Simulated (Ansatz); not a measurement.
Reaction (ligand exchange at the Si–Cl bond): `CO[SiH](Cl)OC` + HBr → `CO[SiH](Br)OC` + HCl

Gas-phase electronic energies from Ansatz, PBE0-D4/def2-TZVP geometries. CBS: MP2 limit from def2 TZ/QZ plus the TZ coupled-cluster correction, frozen cores. This one scheme is used for every species. DFT in def2-TZVPP. B3LYP here is the variant with VWN-RPA as its local correlation; programs differ in this. For Br outer-core shells are correlated without core-valence functions, which leaves a few kJ/mol of doubt a bond. Scalar relativity is left out up to krypton. Each species was taken in one conformer, which may not be the lowest.

```csv
level,ΔE (kcal/mol),difference from CCSD(T)/CBS
PBE-D4,1.0,0.3
r2SCAN-D4,1.4,0.7
PBE0-D4,1.0,0.3
ωB97X-V,1.5,0.8
ωB97M-V,1.5,0.8
B2PLYP,1.6,0.9
r2SCAN,1.5,0.8
B3LYP,1.9,1.2
HF/def2-TZVPP,2.0,1.3
SCS-MP2/def2-TZVPP,1.2,0.5
CCSD(T)/def2-TZVPP,1.2,0.5
HF/def2-QZVPP,2.1,1.4
SCS-MP2/def2-QZVPP,1.0,0.3
HF/CBS(def2),2.1,1.4
MP2/CBS(def2),0.3,-0.4
CCSD/CBS(def2),0.8,0.1
CCSD(T)/CBS,0.7,0
```

Largest T1 diagnostic among the species: 0.011.

In def2-TZVPP, CCSD(T) changes the Hartree–Fock value by −0.8 kcal/mol (the triples alone add −0.1 kcal/mol) and MP2 by −1.2 kcal/mol.
